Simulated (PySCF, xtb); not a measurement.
Zr(Me)2(H)2 (C2H8Zr), SMILES [CH3][ZrH2][CH3], multiplicity 1.

GFN2-xTB run with xtb at its own geometry gives an orbital gap of 1.97 eV and a dipole moment of 0.56 D.

Geometry optimised at B3LYP-D3(BJ)/def2-SVP. The spin state was assumed, not searched. The structure was generated by enumeration; whether it is a known compound was not checked. The def2 effective core potentials stand for the cores of Zr; spin–orbit coupling is left out.

Problem. What does r2SCAN/def2-TZVPD run with PySCF give? (The exact figures need the calculation; the answer reports its results.)

Solution. gap 4.48 eV (levels -6.81 and -2.33 eV), dipole 1.28 D.
